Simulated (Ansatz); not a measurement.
Isolated molecules relaxed with PBE0-D4/def2-TZVP in Ansatz; ΔE leaves out vibrations. CCSD(T)/CBS is the MP2 limit (def2-TZVPP, def2-QZVPP) plus CCSD(T) − MP2 in def2-TZVPP, frozen cores. This one scheme is used for every species. Functionals use def2-TZVPP. B3LYP here is the variant with VWN-RPA as its local correlation; programs differ in this. HSE06 is defined as in plane-wave codes. Elements past krypton have def2 core potentials. For Sn outer-core shells are correlated without core-valence functions, which leaves a few kJ/mol of doubt a bond. Each species was taken in one conformer, which may not be the lowest.

Reaction (formal exchange of groups at the Sn–N bond): `CC[N](C)[Sn]([Cl])([Cl])[Cl]` + SiH₄ → `[SiH3][Sn]([Cl])([Cl])[Cl]` + ethylmethylamine

```
             level  ΔE (kJ/mol)  difference from CCSD(T)/CBS
       LDA (SPW92)        -43.6                        -14.8
            PBE-D4        -46.7                        -17.9
         revPBE-D4        -40.8                        -12.0
           BLYP-D4        -36.9                         -8.1
         r2SCAN-D4        -40.3                        -11.5
            B97M-V        -36.0                         -7.2
           PBE0-D4        -48.3                        -19.5
          B3LYP-D4        -40.4                        -11.6
        r2SCANh-D4        -42.1                        -13.3
          HSE06-D4        -48.9                        -20.1
          BHLYP-D4        -41.4                        -12.6
      CAM-B3LYP-D4        -38.9                        -10.1
           ωB97X-V        -36.4                         -7.6
           ωB97M-V        -36.7                         -7.9
          PBE-QIDH        -41.2                        -12.4
               PBE        -57.9                        -29.1
            revPBE        -65.4                        -36.6
              BLYP        -59.0                        -30.2
            r2SCAN        -44.0                        -15.2
              PBE0        -58.4                        -29.6
             B3LYP        -57.8                        -29.0
           r2SCAN0        -48.7                        -19.9
             HSE06        -58.5                        -29.7
             BHLYP        -54.6                        -25.8
         CAM-B3LYP        -49.5                        -20.7
RPA@PBE/def2-TZVPP        -21.7                          7.1
       HF/def2-SVP        -55.4                        -26.6
     CCSD/def2-SVP        -26.7                          2.1
  CCSD(T)/def2-SVP        -22.0                          6.8
     HF/def2-TZVPP        -55.6                        -26.8
    MP2/def2-TZVPP        -20.7                          8.1
SCS-MP2/def2-TZVPP        -24.0                          4.8
   CCSD/def2-TZVPP        -32.5                         -3.7
CCSD(T)/def2-TZVPP        -26.0                          2.8
     HF/def2-QZVPP        -55.2                        -26.4
    MP2/def2-QZVPP        -22.2                          6.6
SCS-MP2/def2-QZVPP        -25.8                          3.0
      HF/CBS(def2)        -55.2                        -26.4
     MP2/CBS(def2)        -23.5                          5.3
    CCSD/CBS(def2)        -35.3                         -6.5
       CCSD(T)/CBS        -28.8                            0
```

Largest T1 diagnostic among the species: 0.011.

In def2-TZVPP, CCSD(T) changes the Hartree–Fock value by +29.6 kJ/mol (the triples alone add +6.5 kJ/mol) and MP2 by +34.9 kJ/mol. The D4 term adds +17.4 kJ/mol with B3LYP and +10.1 kJ/mol with PBE0; it sums over pairs of atoms, weighted by their polarisabilities, and B3LYP, whose exchange is more repulsive, gets the larger term.
